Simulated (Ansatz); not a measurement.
`[OH][Ge]([Cl])([Cl])[Cl]` + `[Cl][Hf]([Cl])([Cl])[I]` → `[Cl][Ge]([Cl])([Cl])[I]` + `[OH][Hf]([Cl])([Cl])[Cl]` at 400 K and 1 bar (redistribution).

Program: Ansatz. Geometries: PBE0-D4/def2-TZVP. ΔE: electronic, gas phase. CCSD(T)/CBS adds triple-zeta CCSD(T) − MP2 to the extrapolated MP2 energy (def2 sets, frozen cores). Elements past krypton have def2 core potentials. For Ge, Hf, I outer-core shells are correlated without core-valence functions, which leaves a few kJ/mol of doubt a bond. Scalar relativity is left out up to krypton. One conformer a species, not always the lowest.

```
                   species  CCSD(T)/CBS energy (Eh)  H − E (kJ/mol)  S (J/(mol·K))
`[OH][Ge]([Cl])([Cl])[Cl]`              -3531.37835            80.2          403.1
 `[Cl][Hf]([Cl])([Cl])[I]`              -1724.97910            45.1          436.1
 `[Cl][Ge]([Cl])([Cl])[I]`              -3753.05178            45.8          410.5
`[OH][Hf]([Cl])([Cl])[Cl]`              -1503.31799            77.8          423.2
```

H − E and S are ideal-gas, rigid-rotor, harmonic terms from PBE0-D4/def2-TZVP, for one conformer and one mirror image of each species. 1 Eh = 2625.50 kJ/mol, R = 8.31446 J/(mol·K).

Problem. By hand: ΔE, ΔH, ΔS and ΔG.

Solution. ΔE = (-3753.05178) + (-1503.31799) − (-3531.37835) − (-1724.97910) = -0.01232 Eh = -32.3 kJ/mol. Δ(H − E) = 45.8 + 77.8 − 80.2 − 45.1 = -1.7, so ΔH = -34.0 kJ/mol. ΔS = 410.5 + 423.2 − 403.1 − 436.1 = -5.5 J/(mol·K). ΔG = -34.0 − 400 × (-5.5)/1000 = -31.8 kJ/mol.

Problem. By hand: the equilibrium constant, and the temperature at which ΔG would vanish if ΔH and ΔS stayed fixed.

Solution. log₁₀ K = −ΔG/(RT ln 10) = 4.2. ΔG = 0 at ΔH/ΔS = 6182 K, far beyond where these terms or the molecules hold.

The number of gas molecules stays the same, so ΔS is small and ΔH decides. A doubt of 5 kJ/mol in ΔE shifts log₁₀ K by 0.7 here. Other conformers and mirror images would add mixing entropy, several J/(mol·K) or more a flexible species. These are equilibria of isolated gas molecules and say nothing of rates. Largest T1 diagnostic: 0.014 (customary marks: 0.02 for closed shells, 0.045 for open ones).
